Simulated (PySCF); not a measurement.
C8H10.
Geometry (GFN2-xTB, Å), atoms numbered from 1 in this order:
```xyz
18
C8H10 angstrom
C     -2.853    1.597    0.032
C     -1.868    0.731    0.145
C     -1.301   -0.320   -0.769
C     -0.383   -0.784    0.390
C      1.033   -0.767    0.110
C      2.205   -0.710   -0.139
C      3.621   -0.663   -0.433
C     -0.909    0.391    1.252
H     -3.110    2.268    0.835
H     -3.442    1.671   -0.867
H     -2.011   -1.062   -1.131
H     -0.755    0.088   -1.620
H     -0.669   -1.760    0.789
H      4.036   -1.670   -0.439
H      4.139   -0.072    0.323
H      3.785   -0.208   -1.410
H     -0.161    1.163    1.437
H     -1.366    0.111    2.201
```

The closed-shell SCF was solved with PySCF and density fitting under several settings on one GFN2-xTB geometry (grid level 2 and gas phase unless stated).

| settings | basis functions | SCF cycles | E (Eh) | HOMO (eV) | LUMO (eV) | dipole (D) |
| --- | --- | --- | --- | --- | --- | --- |
| BLYP/6-31G*, fitting basis def2-universal-jkfit, damping 0.2 at the start, DIIS from the seventh cycle | 132 | 18 | -310.5765 | -5.32 | -0.13 | 0.51 |
| PBE0/ANO-RCC-VDZP | 162 | 14 | -310.4636 | -6.95 | 0.26 | 0.56 |

**Question.** Estimate the row for these settings: PBE0/def2-SVPD, grid level 4, energy threshold 1e-07 Eh.

**Answer.** 
```csv
settings,basis functions,SCF cycles,E (Eh),HOMO (eV),LUMO (eV),dipole (D)
"PBE0/def2-SVPD, grid level 4, energy threshold 1e-07 Eh",240,9,-310.1688,-7.13,0.15,0.53
```

**Question.** Over all rows, what range does the HOMO–LUMO gap span?

**Answer.** From 5.19 eV (BLYP/6-31G*, fitting basis def2-universal-jkfit, damping 0.2 at the start, DIIS from the seventh cycle) to 7.28 eV (PBE0/def2-SVPD, grid level 4, energy threshold 1e-07 Eh). The functional of the narrowest has no exact exchange, that of the widest 25 % exact exchange.

**Question.** And the dipole moment?

**Answer.** From 0.51 D (BLYP/6-31G*, fitting basis def2-universal-jkfit, damping 0.2 at the start, DIIS from the seventh cycle) to 0.56 D (PBE0/ANO-RCC-VDZP); the largest is 1.10 times the smallest, and the median is 0.53 D.

**Question.** Compare two rows with the functional PBE0: PBE0/ANO-RCC-VDZP and PBE0/def2-SVPD, grid level 4, energy threshold 1e-07 Eh. Which energy is lower, and by how much?

**Answer.** PBE0/ANO-RCC-VDZP (162 functions) lies 0.2948 Eh or 185 kcal/mol below PBE0/def2-SVPD, grid level 4, energy threshold 1e-07 Eh (240 functions). The smaller set gives the lower energy; the two sets aren't nested, so the variational bound doesn't order them by size.

Whole jobs, the steps after the SCF included, on Arm Neoverse V2, one thread, no GPU, on a shared host:

```tsv
settings	work after the SCF	wall time	peak memory
BLYP/6-31G*, fitting basis def2-universal-jkfit, damping 0.2 at the start, DIIS from the seventh cycle	shieldings, ring-centre shieldings	27 s	0.60 GiB
PBE0/ANO-RCC-VDZP	shieldings, ring-centre shieldings	37 s	0.78 GiB
PBE0/def2-SVPD, grid level 4, energy threshold 1e-07 Eh	1 singlet by full TDDFT, 5 Tamm–Dancoff triplets, polarisability	57 s	0.95 GiB
```

Cycle counts include a coarse-grid stage where the run had one. All basis functions are spherical, in the Pople sets too. ANO-RCC sets were contracted for a scalar-relativistic Hamiltonian, but ran non-relativistically here.
